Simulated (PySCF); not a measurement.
Constitutional and geometric isomers with formula CH3NSi. All species are isolated molecules in the gas phase. Strings in code marks are SMILES.

Quantity: vertical ionisation energy (energy after one electron is removed minus that of the parent at the parent's geometry), in eV.

Case: `N=C=[SiH2]`. Geometry of `N=C=[SiH2]` (neutral, multiplicity 1, Å):

```xyz
6

N      1.6888    -0.0095    -0.2556
C      0.5012    -0.0033    -0.1498
Si    -1.2741    -0.0139    -0.5686
H      2.3966     0.0086     0.4686
H     -1.6568     1.1989     0.2192
H     -1.6559    -1.1809     0.2861
```

### Question
What vertical ionisation energy (energy after one electron is removed minus that of the parent at the parent's geometry) does minus the HOMO energy of HF/3-21G // B3LYP-D3(BJ)/def2-TZVP (PySCF) give?

### Answer
7.78 eV.
